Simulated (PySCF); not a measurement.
CdMe2, C₂H₆Cd (singlet state).
Bonds: Cd1–C2, Cd1–C6. Hydrogens: H3, H4, H5 on C2; H7, H8, H9 on C6.

Computed by this run: PySCF, PBE0-D3(BJ)/def2-SVP geometry optimisation, gas phase, def2 core potentials past Kr; density fitting, grid level 1; the optimiser is geomeTRIC in internal coordinates, started from a GFN2-xTB structure with every atom displaced at random (about 0.03 Å).

Geometry at step 1:
```
atom  x, y, z in Å
Cd1     0.0667   -0.0417   -0.0083
C2      0.0015   -0.0291    2.1043
H3     -0.4589    0.8953    2.4807
H4      1.0215   -0.0954    2.4920
H5     -0.5737   -0.8931    2.4702
C6      0.0133    0.0197   -2.1130
H7     -1.0214   -0.0010   -2.4841
H8      0.5570   -0.8529   -2.5062
H9      0.5268    0.9289   -2.4613
```

Question: What forces act on the atoms?

Answer: 
| atom | Fx (eV/Å) | Fy (eV/Å) | Fz (eV/Å) |
| --- | --- | --- | --- |
| Cd1 | -0.246 | 0.125 | 0.109 |
| C2 | -0.056 | -0.092 | -0.241 |
| H3 | -0.031 | 0.016 | 0.028 |
| H4 | 0.202 | -0.023 | 0.220 |
| H5 | 0.005 | 0.030 | 0.071 |
| C6 | 0.261 | -0.114 | 0.135 |
| H7 | 0.026 | 0.049 | -0.066 |
| H8 | -0.055 | 0.008 | -0.139 |
| H9 | -0.106 | 0.002 | -0.118 |

The largest, 0.31 eV/Å, acts on C6; the rms over all components is 0.123 eV/Å. The forces sum to zero within rounding, as they must for an isolated molecule in no field.

Question: Give the force on C6 in Eh/bohr and in nN.

Answer: 0.315 eV/Å ÷ 51.422 = 0.00612 Eh/bohr, and 0.315 eV/Å × 1.602 = 0.50 nN.

Question: How far is this geometry from the end of the optimisation?

Answer: 0.018 eV above it, and 0.030 Å rms away after alignment. The bonds farthest from their final lengths, with half the difference of the two atoms' forces along the bond (positive lengthens):

```tsv
bond	now (Å)	final (Å)	force along bond (eV/Å)
Cd1–C6	2.106	2.115	-0.02
C2–H4	1.093	1.101	+0.20
C2–H3	1.099	1.101	+0.09
C6–H7	1.100	1.101	+0.14
```

The angle farthest from its final value is C2–Cd1–C6, 176.2° against 179.5°.

What follows is the cost of the whole optimisation. Hardware: 4 threads, Intel Xeon 6975P-C (x86_64), shared host with 192 logical CPUs at a one-minute load of 109. Cost: 7.4 s wall, 47 s CPU, 0.40 GiB resident at most.
